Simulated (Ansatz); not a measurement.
Ge(OH)H3 (GeOH4). The state is a singlet with charge 0. Geometry PBE-D4/def2-TZVP, basis def2-TZVP, Ansatz.

```tsv
run	HOMO (eV)	LUMO (eV)
A	-9.93	0.82
B	-6.79	-0.85
C	-8.00	-0.34
D	-7.31	-0.64
E	-7.17	-0.42
F	-7.77	-0.12
```

HSE06 is defined as in plane-wave codes, on full-range PBE exchange.

The runs used B97M-V, BHLYP, HSE06, PBE, r2SCAN, r2SCANh. Estimate which is which.

A BHLYP (50 % exact exchange); B PBE (0 % exact exchange); C HSE06 (range-separated); D B97M-V (0 % exact exchange); E r2SCAN (0 % exact exchange); F r2SCANh (10 % exact exchange). Exact exchange lowers occupied and raises empty levels; among semilocal functionals meta-GGAs tend to open the gap a little, and such runs are hard to tell apart. The gap grows from 5.94 eV (PBE) to 10.75 eV (BHLYP).
